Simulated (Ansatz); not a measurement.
Start from `O=CB(S)Cl` and change one atom or group to get `SB(Cl)Br`.

Ansatz, PBE0-D4/def2-TZVP geometries, multiplicity 1. Each molecule was computed in one conformer, which needn't be the lowest.

Scalar relativity is left out up to krypton. Spin–orbit coupling is left out; it splits and shifts lone-pair levels of the heavy atoms by tenths of an eV.

| property | `O=CB(S)Cl` |
| --- | --- |
| zero-point energy (PBE0-D4/def2-TZVP) / kJ/mol | 89.1 |
| size of the dipole moment (PBE/def2-TZVPP) / D | 2.67 |
| HOMO energy (PBE0/def2-TZVPP) / eV | -7.56 |
| HOMO–LUMO gap (PBE0/def2-TZVPP) / eV | 4.69 |
| HOMO–LUMO gap (B3LYP/def2-TZVPP) / eV | 4.27 |
| HOMO energy (ωB97M-V/def2-TZVPP) / eV | -9.91 |

Question: Give the same properties after the change, and the shifts. (Best estimate.)

Answer: The calculation gave: 
```tsv
property	`SB(Cl)Br`	shift
zero-point energy (PBE0-D4/def2-TZVP) / kJ/mol	42.2	-46.9
size of the dipole moment (PBE/def2-TZVPP) / D	1.12	-1.55
HOMO energy (PBE0/def2-TZVPP) / eV	-8.31	-0.75
HOMO–LUMO gap (PBE0/def2-TZVPP) / eV	6.84	2.15
HOMO–LUMO gap (B3LYP/def2-TZVPP) / eV	6.43	2.16
HOMO energy (ωB97M-V/def2-TZVPP) / eV	-10.44	-0.53
```

With PBE0 the HOMO falls by 0.75 eV and the LUMO rises by 1.40 eV, so the gap widens by about 2.15 eV. PBE moves the HOMO by -1.11 eV and ωB97M-V by -0.53 eV. The zero-point energy changes by -46.9 kJ/mol with -6 modes. Dipoles are sizes alone; their direction can turn.

B3LYP here is the variant with VWN-RPA as its local correlation; programs differ in this.
